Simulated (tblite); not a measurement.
C6H5ClNO (doublet state).
Bonds: C1–O2, O2–C3, C3–C4 (aromatic), C4–C5 (aromatic), C5–N6 (aromatic), N6–C7 (aromatic), C7–Cl8, C7–C9 (aromatic), C3–C9 (aromatic). Hydrogens: H10, H11, H12 on C1; H13 on C5; H14 on C9.

The geometry is computed with GFN2-xTB (gas phase). This method treats the open shell by occupation alone, without spin polarisation.

(1) List the bond lengths, angles and torsions at this level.

Answers

(1) 
```tsv
bond	length (Å)	order
C1–O2	1.410	single
O2–C3	1.341	single
C3–C4	1.387	aromatic
C4–C5	1.355	aromatic
C5–N6	1.336	aromatic
N6–C7	1.311	aromatic
C7–Cl8	1.724	single
C7–C9	1.387	aromatic
C3–C9	1.403	aromatic
C1–H10, C1–H11, C1–H12	1.092	single
C5–H13	1.078	single
C9–H14	1.078	single
```

Bonds in one row agree within 0.01 Å and their mean is given. Orders are formal, as drawn. A selection of angles:
```tsv
angle	degrees
C1–O2–C3	119.1
O2–C3–C4	119.0
O2–C3–C9	124.8
C4–C3–C9	116.2
C3–C4–C5	123.4
C4–C5–N6	119.6
C5–N6–C7	119.0
N6–C7–Cl8	115.9
N6–C7–C9	125.1
Cl8–C7–C9	119.0
C3–C9–C7	116.7
```

Dihedral angles: C1–O2–C3–C4 180° (antiperiplanar).

The 6-membered ring C3–C4–C5–N6–C7–C9 has internal angles of 116.2° to 125.1° (sum 720°, against 720° for a flat polygon); it is planar, 0.00 Å rms from its mean plane, widest ring torsion 0°. C7 (carbon bonded to C, Cl and N) is planar (angles 125.1°, 119.0° and 115.9°, sum 360.0°, 0.00 Å off the plane of its three neighbours). C5 (carbon bonded to C, N and H) is planar (angles 124.3°, 119.6° and 116.2°, sum 360.0°, 0.00 Å off the plane of its three neighbours). Of the pairs four or more bonds apart, C1···H14 is among the closest relative to their van der Waals radii: 2.58 Å, 89 % of the sum of Bondi's values. C3 (carbon bonded to 2 C and O) is planar (angles 124.8°, 119.0° and 116.2°, sum 360.0°, 0.00 Å off the plane of its three neighbours). The C–N distances run from 1.311 Å (N6–C7, aromatic) to 1.336 Å (C5–N6, aromatic), a spread of 0.025 Å. C9 (carbon bonded to 2 C and H) is planar (angles 122.7°, 120.5° and 116.7°, sum 360.0°, 0.00 Å off the plane of its three neighbours).

Point group: Cs (every atom within 0.08 Å of its image). Its GFN2-xTB frequencies are all real (lowest 105 cm⁻¹).

One conformer stands for the species.
